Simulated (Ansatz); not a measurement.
Consider the hydrogenolysis of the Sn–Cl bond: `[Cl][SnH2][SeH]` + H₂ → `[SeH][SnH3]` + HCl.

Isolated molecules relaxed with PBE0-D4/def2-TZVP in Ansatz; ΔE leaves out vibrations. CBS: MP2 limit from def2 TZ/QZ plus the TZ coupled-cluster correction, frozen cores. This one scheme is used for every species. Functionals use def2-TZVPP. B3LYP here is the variant with VWN-RPA as its local correlation; programs differ in this. Elements past krypton have def2 core potentials. For Se, Sn outer-core shells are correlated without core-valence functions, which leaves a few kJ/mol of doubt a bond. Scalar relativity is left out up to krypton. Each species was taken in one conformer, which may not be the lowest.

**Question.** Is it downhill or uphill in electronic energy at CCSD(T)/CBS, and by how much? (Best estimate.)

**Answer.** The calculation gave: Uphill: ΔE = +78.6 kJ/mol.

**Question.** What do these levels give: PBE-D4, B3LYP-D4, PBE, BHLYP, RPA@PBE/def2-TZVPP, MP2/def2-SVP? (Best estimate.)

**Answer.** Computed: PBE-D4 76.3, B3LYP-D4 77.7, PBE 72.2, BHLYP 69.5, RPA@PBE/def2-TZVPP 63.2, MP2/def2-SVP 69.9 kJ/mol.

Largest T1 diagnostic among the species: 0.011.

The D4 term adds +6.9 kJ/mol with B3LYP and +3.7 kJ/mol with PBE0; it sums over pairs of atoms, weighted by their polarisabilities, and B3LYP, whose exchange is more repulsive, gets the larger term. From BLYP to BHLYP (50 % exact exchange), in def2-TZVPP and without D4, ΔE moves by −3.6 kJ/mol. At CCSD(T), def2-SVP lies −17.0 kJ/mol from the extrapolated value and def2-TZVPP −11.4 kJ/mol.
